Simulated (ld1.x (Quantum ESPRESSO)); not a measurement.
# PBE PAW dataset for Ti, fully relativistic all-electron reference.

* Element: titanium (Ti)
* Generator: ld1.x (Quantum ESPRESSO) 7.5
* Type: PAW
* Functional: PBE
* Relativity: fully relativistic
* Frozen core: [Ne]
* Valence charge: 12
* Reference configuration: 3s2 3p6 3d2 4s0 4p0 (charge +2)
* Partial waves: 3s (bound): rcut 1.35, rcutus 1.50 bohr; 4s (bound, empty): rcut 1.35, rcutus 1.50 bohr; 3p (bound): rcut 1.45, rcutus 1.60 bohr; 4p (bound, empty): rcut 1.45, rcutus 1.60 bohr; 3d (bound): rcut 1.65, rcutus 1.95 bohr; 3d channel at -1.05 Ry: rcut 1.65, rcutus 1.95 bohr
* Local potential: all-electron potential smoothed inside 1.45 bohr (lloc = -1)
* Core correction: Bessel-smoothed model core inside 1.30 bohr
* Augmentation charge: PSQ, inside the norm-conserving radii

Open shells are filled in proportion to 2j + 1 (rel_dist='average').

Task: Tests: 3s2 3p6 3d2 4s2 4p0; 3s2 3p6 3d2 4s1 4p0; 3s2 3p6 3d1 4s0 4p0; 3s2 3p6 3d2 4s0 4p1; 3s2 3p6 3d3 4s0 4p0; 3s1 3p6 3d2 4s2 4p0; 3s2 3p6 3d2 4s1.5 4p0. Which has the largest error in its energy relative to the reference configuration, and how large is it?

Result: 3s2 3p6 3d1 4s0 4p0, with +9.1 meV (all-electron minus pseudo) on +26.95 eV.

The ghost test of this file was not conclusive.
